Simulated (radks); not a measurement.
Re III, configuration [Xe] 4f14 5d5.

Method: scalar-relativistic Kohn-Sham, PBE, spin-polarised, spherical densities, finite nucleus; open shells are filled with parallel spins first (spin-orbit coupling, left out, can overturn this in heavy ions); Fermi nuclear charge, rms radius 5.3698 fm; computed with a radial shooting solver on a logarithmic mesh with Libxc functionals.

Energy parts (eV):
| part | energy |
|---|---|
| total | -454121.48 |
| kinetic | 501641.97 |
| electron-nucleus | -1122781.67 |
| Hartree | 176001.21 |
| exchange-correlation | -8982.99 |

Orbitals (lengths in bohr, moments of r in powers of bohr; r(max) is where P^2 peaks):
\begin{tabular}{lrrrrr}
orbital & occ. & eigenvalue (eV) & r(max) & <1/r> & <r^4> \\ \hline
1s up & 1 & -71652.77 & 0.01124 & 88.72 & 5.459e-07 \\
1s down & 1 & -71652.78 & 0.01124 & 88.72 & 5.459e-07 \\
2s up & 1 & -12437.49 & 0.06453 & 20.76 & 0.00008169 \\
2s down & 1 & -12437.24 & 0.06453 & 20.76 & 0.00008169 \\
2p up & 3 & -10858.80 & 0.05303 & 18.75 & 0.00006453 \\
2p down & 3 & -10858.60 & 0.05303 & 18.75 & 0.00006453 \\
3s up & 1 & -2891.995 & 0.1820 & 7.691 & 0.002992 \\
3s down & 1 & -2891.923 & 0.1820 & 7.691 & 0.002992 \\
3p up & 3 & -2426.266 & 0.1803 & 7.086 & 0.003231 \\
3p down & 3 & -2426.183 & 0.1803 & 7.086 & 0.003231 \\
3d up & 5 & -1897.573 & 0.1469 & 6.690 & 0.002494 \\
3d down & 5 & -1897.406 & 0.1469 & 6.690 & 0.002494 \\
4s up & 1 & -616.4226 & 0.4126 & 3.274 & 0.06959 \\
4s down & 1 & -616.1976 & 0.4126 & 3.273 & 0.06959 \\
4p up & 3 & -463.5987 & 0.4330 & 2.971 & 0.09283 \\
4p down & 3 & -463.3921 & 0.4331 & 2.971 & 0.09274 \\
4d up & 5 & -271.6606 & 0.4432 & 2.647 & 0.1351 \\
4d down & 5 & -271.4165 & 0.4433 & 2.648 & 0.1345 \\
4f up & 7 & -58.7475 & 0.4169 & 2.159 & 0.4145 \\
4f down & 7 & -58.2559 & 0.4168 & 2.169 & 0.3888 \\
5s up & 1 & -102.4770 & 0.9402 & 1.286 & 2.171 \\
5s down & 1 & -100.2382 & 0.9350 & 1.301 & 2.093 \\
5p up & 3 & -64.6368 & 1.065 & 1.083 & 4.227 \\
5p down & 3 & -61.6744 & 1.056 & 1.098 & 4.079 \\
5d up & 5 & -22.6847 & 1.413 & 0.7304 & 23.37 \\
5d down & 0 & -19.0514 & 1.395 & 0.7284 & 25.70 \\
6s up & 0 & -20.9182 & 2.370 & 0.4773 & 93.36 \\
6p up & 0 & -13.9362 & 2.967 & 0.3763 & 234.0 \\
\end{tabular}

The highest occupied level is 5d up at -22.685 eV. Spin moment in Bohr magnetons: 5. For comparison, the ionisation energy in NIST's Atomic Spectra Database is 27 eV (theoretical). In exact Kohn-Sham theory the highest level is minus the ionisation energy, but local and semilocal functionals leave it too shallow, through self-interaction and a potential that decays too fast; potentials with the right tail come closer. The electron density at the nucleus is 1.649e+06 e/bohr^3 (large components only). The spin density at the nucleus is -25.04 e/bohr^3 (1s -0.13, 2s -1.95, 3s 0.21, 4s 2.20, 5s -25.38).
